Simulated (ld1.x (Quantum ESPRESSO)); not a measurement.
## Debugging a pseudopotential input (lithium, ld1.x (Quantum ESPRESSO) 7.5)

Command:

```bash
ld1.x < Li.in > Li.out
```

Input:

```
&input
   title='Li', zed=3., rel=0, dft='PBE', iswitch=3,
   config='[He] 2s0 2p1',
   nld=2, rlderiv=4.55, eminld=-6.0, emaxld=5.0, deld=0.02
 /
 &inputp
   pseudotype=2, tm=.true., lloc=0,
   nlcc=.false.,
   file_pseudopw='Li.UPF', file_wfcaegen='ae.wfc', file_wfcncgen='nc.wfc', file_beta='beta', file_chi='chi'
 /
2
2P  2  1   1.00   0.00  0.30  0.30  0.0
1S  1  0   2.00   0.00  0.70  0.70  0.0
 &test
   configts(1)='1s2 2s0 2p1'
 /
```

This is an input that runs to its end, with one change: radius of 2P set to 0.30 bohr.

Problem. How does the run end?

Solution. The program runs through. The occupied levels of the test differ from the all-electron ones by at most 0.00000 Ry (unchanged input: 0.00000 Ry).

```

     --------------------- Generating NC pseudopotential ---------------------

      Generating local pot.: lloc=0, matching radius rcloc =   0.7000

      Wfc   2P  rcut= 0.302  Using Troullier-Martins method

     ------------------- End of pseudopotential generation -------------------

     Computing logarithmic derivative in   4.57294
     Computing logarithmic derivative in   4.57294
     Computing the partial wave expansion
       no projector for channel:   0
     R is outside the sphere for l=    1 j= 0.00

     ---------------------- Testing the pseudopotential ----------------------

     Li

     atomic number is  3.00   valence charge is  3.00
     dft =PBE   lsd =0 sic =0 latt =0  beta=0.20 tr2=1.0E-14
     mesh =1017 r(mesh) =  99.62247 xmin = -7.00 dx = 0.01250

     n l     nl             e AE (Ry)        e PS (Ry)    De AE-PS (Ry)
     1 0     1S   1( 2.00)       -3.92148       -3.92148       -0.00000
     2 0     2S   1( 0.00)       -0.24597       -0.24497       -0.00100
     2 1     2P   1( 1.00)       -0.11492       -0.11492       -0.00000

     eps = 7.4E-15  iter = 17

     Etot =     -14.771576 Ry,      -7.385788 Ha,    -200.977528 eV
     Etotps =   -14.688341 Ry,      -7.344171 Ha,    -199.845060 eV

     Ekin =      13.286122 Ry,       6.643061 Ha,     180.766902 eV
     Encl =     -32.222157 Ry,     -16.111079 Ha,    -438.404781 eV
     Ehrt =       7.694934 Ry,       3.847467 Ha,     104.694915 eV
     Ecxc =      -3.446685 Ry,      -1.723342 Ha,     -46.894532 eV
     Epseu=      -0.000556 Ry,      -0.000278 Ha,      -0.007563 eV

     ---------------------- End of pseudopotential test ----------------------
```
